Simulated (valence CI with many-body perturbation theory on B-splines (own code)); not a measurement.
Sn XIX: one-electron terms

Method: configuration interaction combined with many-body perturbation theory (CI+MBPT): four valence electrons over a frozen Dirac-Fock core [Ar] 3d10, radial functions for each j: 11 s, 11 p, 9 d, 7 f, 5 g, 2 h, 1 i, with the one-electron correlation potential Σ1, the two-electron term Σ2, the three-electron term Σ3, Breit, model QED; selected CI, second order for the rest (own B-spline code, finite nucleus).

No measured levels were compared; by estimate levels hold to about 250 cm⁻¹ or 0.2 % of their energy and the worst to 1 %, as in measured heavy ions of charge 2 to 7; those with d or f electrons hold less well.

These are the spectroscopic orbitals of the CI (the correlating ones are not listed), shaped by the core and the other valence electrons. h is the expectation value of the core's Dirac-Fock operator, without the valence repulsion; Σ1 is computed up to l = 3 at one energy for each symmetry, that of its lowest orbital but kept below the first core excitation, so for empty shells it is not the orbital's own correlation shift; Breit and QED include the response of the core.

```csv
Orbital,h (hartree),Σ1 (cm⁻¹),Breit (cm⁻¹),QED (cm⁻¹),⟨r⟩ (bohr)
4s1/2,-23.545,-11668,2158,1647,0.7339
5s1/2,-13.534,-3814,887,682,1.294
6s1/2,-8.7981,-1753,441,342,2.019
7s1/2,-6.1818,-970,254,198,2.897
4p1/2,-21.888,-11475,3326,-73.5,0.7498
5p1/2,-12.763,-3829,1375,-29.7,1.339
6p1/2,-8.385,-1824,709,-15.2,2.084
7p1/2,-5.9347,-1028,416,-8.9,2.985
4p3/2,-21.455,-10694,2077,86.8,0.7666
5p3/2,-12.571,-3647,861,36.5,1.361
6p3/2,-8.2828,-1754,465,19.0,2.111
7p3/2,-5.8739,-993,273,11.2,3.017
4d3/2,-18.745,-10490,1150,-93.5,0.7933
5d3/2,-11.327,-3772,507,-39.7,1.435
6d3/2,-7.6118,-1895,275,-21.2,2.225
4d5/2,-18.66,-10264,629,-46.3,0.7979
5d5/2,-11.288,-3700,270,-19.4,1.440
6d5/2,-7.5904,-1860,146,-10.3,2.232
4f5/2,-15.809,-9241,222,-30.8,0.8051
5f5/2,-10.039,-3245,113,-16.5,1.496
4f7/2,-15.799,-9111,0.6,-20.9,0.8062
5f7/2,-10.033,-3191,0.0,-11.3,1.498
5g7/2,-9.5787,,1.7,-1.7,1.410
5g9/2,-9.5765,,-5.0,0.3,1.411
```

Among the shells of the start configuration 4s2 4p2, Σ1 is largest in size for 4s1/2, where it is 0.23 % of h.

Lowest root of each symmetry, sizes in configuration state functions:

| J | Parity | Roots | Reference | Variational | Second order | Change by selected CI (cm⁻¹) | Change by second order (cm⁻¹) |
| --- | --- | --- | --- | --- | --- | --- | --- |
| 0 | even | 8 | 39 | 17001 | 109300 | -4707 | -2 |
| 1 | even | 12 | 81 | 39588 | 230650 | -4076 | -4 |
| 2 | even | 16 | 116 | 40000 | 339808 | -4601 | -17 |
| 3 | even | 11 | 100 | 39998 | 363984 | -4630 | -28 |
| 4 | even | 7 | 82 | 39743 | 454604 | -3876 | -20 |
| 5 | even | 3 | 47 | 26862 | 498818 | -4735 | -20 |
| 0 | odd | 3 | 24 | 12174 | 67911 | -6770 | -5 |
| 1 | odd | 8 | 63 | 32898 | 278984 | -5803 | -6 |
| 2 | odd | 9 | 75 | 39999 | 381697 | -3411 | -6 |
| 3 | odd | 5 | 63 | 39994 | 400710 | -4841 | -13 |
| 4 | odd | 2 | 40 | 26151 | 329716 | -6667 | -21 |
